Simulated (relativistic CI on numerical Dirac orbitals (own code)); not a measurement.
**Slater and spin-orbit integrals, Hg LXXX**

Method of calculation: Dirac equation for one electron, model QED (radiative potential, 1s self-energy scaled to tabulated hydrogen-like ionisation energies) (own radial code, finite nucleus).

Slater integrals F^k, G^k are unscaled and averaged over j, outside the closed core (none); ζ comes from projecting the Hamiltonian with its Breit term on Σ l·s of the shell.

- 2p: ζ(2p) = 1.2731e+07 cm⁻¹; <r>(2p) = 0.05771, <r^2>(2p) = 0.004069 (bohr units).
- 3p: ζ(3p) = 3.7942e+06 cm⁻¹; <r>(3p) = 0.1465, <r^2>(3p) = 0.02497 (bohr units).
- 3d: ζ(3d) = 628210 cm⁻¹; <r>(3d) = 0.1276, <r^2>(3d) = 0.01868 (bohr units).

Averages of the first 10 configurations, taken without configuration mixing, which lowers the lowest level and can move excited configurations by several eV; other configurations of the list can lie among them:

```json
{"Configuration": "1s", "Parity": "even", "States": "2", "Average energy above the lowest level (eV)": "0.1"}
{"Configuration": "2s", "Parity": "even", "States": "2", "Average energy above the lowest level (eV)": "71315.5"}
{"Configuration": "2p", "Parity": "odd", "States": "6", "Average energy above the lowest level (eV)": "72860.8"}
{"Configuration": "3s", "Parity": "even", "States": "2", "Average energy above the lowest level (eV)": "85240.8"}
{"Configuration": "3p", "Parity": "odd", "States": "6", "Average energy above the lowest level (eV)": "85701.4"}
{"Configuration": "3d", "Parity": "even", "States": "10", "Average energy above the lowest level (eV)": "86052.2"}
{"Configuration": "4s", "Parity": "even", "States": "2", "Average energy above the lowest level (eV)": "90014.0"}
{"Configuration": "4p", "Parity": "odd", "States": "6", "Average energy above the lowest level (eV)": "90206.6"}
{"Configuration": "4d", "Parity": "even", "States": "10", "Average energy above the lowest level (eV)": "90354.1"}
{"Configuration": "4f", "Parity": "odd", "States": "14", "Average energy above the lowest level (eV)": "90409.8"}
```
